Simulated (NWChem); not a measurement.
Program: NWChem. System: H7GeNSi, charge 0, spin multiplicity 1, at a geometry optimised with PBE/def2-SVP. The structure started from a generated list of species. Level: LC-wPBE (omega 0.3 per bohr)/def2-TZVP.

Input file:

```
start mol
memory heap 200 mb stack 800 mb global 1000 mb
geometry units angstroms nocenter noautoz
  Si    -0.650667     1.162062     0.000000
  N      0.597711     2.395540     0.000000
  Ge     0.140071    -1.116435     0.000000
  H     -1.494446     1.369023    -1.230235
  H     -1.494446     1.369023     1.230235
  H      1.190465     2.455447    -0.833797
  H      1.190465     2.455447     0.833797
  H      1.027944    -1.394995    -1.248217
  H     -1.004825    -2.170671     0.000000
  H      1.027944    -1.394995     1.248217
  symmetry group Cs
end
basis spherical
  * library def2-tzvp
end
dft
  xc xwpbe 1.00 cpbe96 1.0 hfexch 1.00
  cam 0.3 cam_alpha 0.00 cam_beta 1.00
  direct
  iterations 100
end
task dft energy
```

NWChem printed:

```
             Northwest Computational Chemistry Package (NWChem) 7.3.0
             --------------------------------------------------------

                                NWChem Input Module
                                -------------------

 Scaling coordinates for geometry "geometry" by  1.889725989
 (inverse scale =  0.529177249)

 Turning off AUTOSYM since
 SYMMETRY directive was detected!

                             Geometry "geometry" -> ""
                             -------------------------

 Output coordinates in angstroms (scale by  1.889725989 to convert to a.u.)

  No.       Tag          Charge          X              Y              Z
 ---- ---------------- ---------- -------------- -------------- --------------
    1 Si                  14.0000    -0.65066700     1.16206200     0.00000000
    2 N                    7.0000     0.59771100     2.39554000     0.00000000
    3 Ge                  32.0000     0.14007100    -1.11643500     0.00000000
    4 H                    1.0000    -1.49444600     1.36902300    -1.23023500
    5 H                    1.0000    -1.49444600     1.36902300     1.23023500
    6 H                    1.0000     1.19046500     2.45544700    -0.83379700
    7 H                    1.0000     1.19046500     2.45544700     0.83379700
    8 H                    1.0000     1.02794400    -1.39499500    -1.24821700
    9 H                    1.0000    -1.00482500    -2.17067100     0.00000000
   10 H                    1.0000     1.02794400    -1.39499500     1.24821700

 Effective nuclear repulsion energy (a.u.)     252.0494484413

            Nuclear Dipole moment (a.u.)
            ----------------------------
        X                 Y               Z
 ---------------- ---------------- ----------------
     0.0000226767     0.0000132281     0.0000000000

      Symmetry information
      --------------------

 Group name             Cs
 Group number              2
 Group order               2
 No. of unique centers     7

      Symmetry unique atoms

     1    2    3    4    6    8    9


 Summary of "ao basis" -> "" (spherical)
[...]
              MO Center=  7.5D-02,  1.0D+00, -5.4D-15, r^2= 4.3D+00
   Bfn.  Coefficient  Atom+Function         Bfn.  Coefficient  Atom+Function
  ----- ------------  ---------------      ----- ------------  ---------------
    44      0.271519   2 N  py               85      0.261304   3 Ge py
    50      0.248622   2 N  py               47      0.231409   2 N  py
    88      0.190696   3 Ge py               16     -0.176478   1 Si py
    43     -0.131444   2 N  px               74      0.129758   3 Ge s
    79     -0.121403   3 Ge py               46     -0.116327   2 N  px

 Vector   31  Occ=0.000000D+00  E= 6.412964D-02  Symmetry=a'
              MO Center= -2.1D-02,  9.6D-01, -1.2D-15, r^2= 6.2D+00
   Bfn.  Coefficient  Atom+Function         Bfn.  Coefficient  Atom+Function
  ----- ------------  ---------------      ----- ------------  ---------------
    42      1.418553   2 N  s                18     -0.689445   1 Si px
    19     -0.592471   1 Si py              149     -0.491598   9 H  s
   131     -0.453372   6 H  s               137     -0.453372   7 H  s
    88     -0.348084   3 Ge py              119     -0.247077   4 H  s
   125     -0.247077   5 H  s                15     -0.244607   1 Si px

 Vector   32  Occ=0.000000D+00  E= 9.620490D-02  Symmetry=a"
              MO Center= -1.4D-01, -1.6D-01,  3.1D-12, r^2= 4.8D+00
   Bfn.  Coefficient  Atom+Function         Bfn.  Coefficient  Atom+Function
  ----- ------------  ---------------      ----- ------------  ---------------
    89      0.814316   3 Ge pz               20      0.754362   1 Si pz
   143      0.710991   8 H  s               155     -0.710991  10 H  s
   119      0.632678   4 H  s               125     -0.632678   5 H  s
    17      0.185019   1 Si pz               86      0.166074   3 Ge pz
   142      0.119523   8 H  s               154     -0.119523  10 H  s

 Vector   33  Occ=0.000000D+00  E= 9.714553D-02  Symmetry=a'
              MO Center= -1.1D-01, -2.1D-01, -3.0D-12, r^2= 7.7D+00
   Bfn.  Coefficient  Atom+Function         Bfn.  Coefficient  Atom+Function
  ----- ------------  ---------------      ----- ------------  ---------------
    74      2.278751   3 Ge s                 5     -1.344876   1 Si s
    19      1.025551   1 Si py               88      0.782914   3 Ge py
   143     -0.660106   8 H  s               155     -0.660106  10 H  s
    18     -0.629655   1 Si px               42      0.446360   2 N  s
   149     -0.339098   9 H  s                50     -0.266992   2 N  py

 center of mass
 --------------
 x =   0.01486196 y =  -0.21153700 z =   0.00000000

 moments of inertia (a.u.)
 ------------------
         860.375073763896          40.993549522572           0.000000000000
          40.993549522572         129.944376737441           0.000000000000
           0.000000000000           0.000000000000         936.093324275796

     Multipole analysis of the density
     ---------------------------------

     L   x y z        total         alpha         beta         nuclear
     -   - - -        -----         -----         ----         -------
     0   0 0 0     -0.000000    -30.000000    -30.000000     60.000000

     1   1 0 0      0.434996      0.217487      0.217487      0.000023
     1   0 1 0      0.184315      0.092151      0.092151      0.000013
     1   0 0 1     -0.000000     -0.000000     -0.000000      0.000000

     2   2 0 0    -29.372411    -49.468289    -49.468289     69.564167
     2   1 1 0      2.904593      9.485977      9.485977    -16.067361
     2   1 0 1     -0.000000     -0.000000     -0.000000      0.000000
     2   0 2 0    -33.221900   -236.895814   -236.895814    440.569727
     2   0 1 1     -0.000000     -0.000000     -0.000000      0.000000
     2   0 0 2    -29.504029    -28.203290    -28.203290     26.902551

 Task  times  cpu:      165.3s     wall:      165.3s

 Total times  cpu:      165.3s     wall:      165.3s
```
